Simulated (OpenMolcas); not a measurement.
# d2 ions of charge +3 down a group with 4 fluoride ligands in tetrahedral coordination

```json
{
 "Program": "OpenMolcas 26.06",
 "Method": "SS-CASPT2, IPEA 0.25 Eh, imaginary shift 0.1 Eh",
 "Spin-orbit coupling": "state interaction with AMFI integrals over the reference wave functions"
}
```

The d shell is active; CASPT2 correlates the ligand valence shells and the outer metal core. Anionic complexes are neutralised by point charges behind the ligands. Distances were set from a Shannon-type radius of the metal (high-spin where two are listed) plus a fixed donor radius (F 1.31 Å). Ligand basis ANO-RCC-VDZP, DKH2 Hamiltonian. States (labels of Td). Energies in cm-1 above the lowest state or level, χT in cm3 K/mol. Spin-only χT is S(S+1) / 2 for the spin of the ground state.

```csv
Ion,Shell,R (Å),Metal basis,Outer charge (e at Å behind ligand),Ground state,First state of that spin,First gap with spin-orbit (degeneracies),χT at 300 K,First state of another spin,Spin-only χT
V3+,3d2,1.82,ANO-RCC-VTZP,0.25 at 3.2,3A2,3T2 7450,"7390 (3, 1)",0.978,1E 10540,1.000
Nb3+,4d2,1.9,ANO-RCC-VDZP,0.25 at 2.4,3A2,3T2 10730,"7610 (3, 2)",0.881,1E 7750,1.000
```

The rows also differ in their metal basis and outer charges, so part of each step comes from that.

χT departs most from the spin-only value for Nb3+, by -0.119 cm3 K/mol.

Roots that are degenerate in the reference are averaged as groups; the widest CASPT2 spread within a group is 600 cm-1 (the 3-fold group of multiplicity 1 near 22100 cm-1 above the lowest state of its run, V3+). Shifts and gaps below about the spread of the groups concerned are not significant. Ligand-to-metal charge-transfer states are missing. With no ligand orbital active B as a rule stays too high, so bands that hang on it stand too high and its fall with covalency is understated. With one d shell and no ligand orbital active, 10Dq can be off by a tenth or more. The least metal-like active orbital is 76 % on the metal (Löwdin) and no ligand orbital is active, so the numbers are rough (holds for Nb3+). These CASPT2 states fit no ligand-field parameters well, so their order and spin gaps are uncertain (holds for Nb3+). No measured value stands beside these numbers; the geometry is a model, was not optimised and need not be the one that this ion takes.
